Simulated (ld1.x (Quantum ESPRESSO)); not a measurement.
**LDA (PZ) RRKJ dataset for Sm, scalar-relativistic all-electron reference.**

- Element: Sm (Z = 62)
- Generator: ld1.x (Quantum ESPRESSO) 7.5
- Type: norm-conserving RRKJ (Kleinman–Bylander form)
- Functional: LDA (PZ)
- Relativity: scalar-relativistic
- Frozen core: [Kr] 4d10 4f5
- Valence charge: 11
- Reference configuration: 5s2 5p6 5d1 6s2 6p0
- Partial waves: 5p (bound): rc 2.15 bohr; 5d (bound): rc 2.85 bohr; 5s (bound): rc 2.30 bohr
- Local potential: the s channel
- Core correction: Bessel-smoothed model core, default radius (core density twice the valence density)

Occupied shells without a wave of their own: 6s. They enter only through the test configuration that unscreens the potential, and ld1.x also counts them in the model core charge.

(1) Estimate the cutoffs (Ry, on a coarse ladder) from which the occupation-weighted sum of valence levels, in a spherical-Bessel basis at the reference potential, stays within 10 and 1 mRy of its value at 400 Ry.

(2) What does a ghost test show?

Answers

(1) 30 Ry and 45 Ry.

(2) No extra level below or beside the all-electron valence levels (p, d, s, f tested).

Its largest configuration-test error is -7165 meV (5s2 5p6 5d0 6s0 6p0), which is poor. 2 of 9 tests not solved or not reliable. Not counted: 5s2 5p6 5d1 6s1 6p1 (solver errors, printed error -950 eV); 5s2 5p6 5d1 6s1.5 6p0 (solver errors, printed error -879 eV).

ld1.x takes every shell without a wave as core, so the model core holds the 6s electrons as well and exchange and correlation see them twice. This cancels in the reference configuration, but the file is broken for other ones, and its errors say nothing about a proper core correction.
